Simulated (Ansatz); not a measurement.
Calculated with Ansatz (gas phase, PBE0-D4/def2-TZVP geometries, no zero-point term in ΔE). CBS: MP2 limit from def2 TZ/QZ plus the TZ coupled-cluster correction, frozen cores. Functionals use def2-TZVPP. One conformer a species, not always the lowest.

`CC(C)OBS` + `O[SiH](F)O[SiH2]F` → `CO[SiH](F)O[SiH2]F` + `CCOBS`  (substitution at a C–C bond)

```csv
species,r2SCAN-D4 energy (Eh)
`CC(C)OBS`,-618.02291
`O[SiH](F)O[SiH2]F`,-931.79807
`CO[SiH](F)O[SiH2]F`,-971.08106
`CCOBS`,-578.71269
```

(1) Work out ΔE.

Largest T1 diagnostic among the species: 0.013.

Results:

(1) ΔE = (-971.08106) + (-578.71269) − (-618.02291) − (-931.79807) = 0.02723 Eh = +71.5 kJ/mol. CCSD(T)/CBS gives +74.9 kJ/mol.

In def2-TZVPP, CCSD(T) changes the Hartree–Fock value by +13.6 kJ/mol (the triples alone add +1.4 kJ/mol) and MP2 by +19.9 kJ/mol.
